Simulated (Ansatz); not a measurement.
Basis-set extrapolation for C6H10O4, SMILES `CCOC(=O)C(=O)OCC` (PBE0-D4/def2-TZVP geometry, frozen core, the Gaussian-basis code of Ansatz). Multiplicity 1, RHF reference.

|  | def2-TZVPP | def2-QZVPP |
| --- | --- | --- |
| HF | -532.716993 | -532.741056 |
| MP2 correlation | -1.918651 | -2.056587 |
| CCSD(T) correlation | -2.046287 | not run |

Energies in hartree. Use E(X) = E(∞) + A·exp(−7.88·√X) for Hartree–Fock and E(X) = E(∞) + B·X^(−2.97) for correlation, with X = 3 and 4, and add CCSD(T) minus MP2 of the smaller set to the MP2 limit.

Question: What is the CCSD(T) energy at the basis-set limit?

Answer: HF limit: -532.741056 + (-0.024063) × 0.13774 = -532.74437. MP2 limit: -2.056587 + (-0.137936) × 0.74074 = -2.15876. Higher-order term: -2.046287 − (-1.918651) = -0.12764. Total: -535.03077 hartree, 167.9 kcal/mol below CCSD(T)/def2-TZVPP.
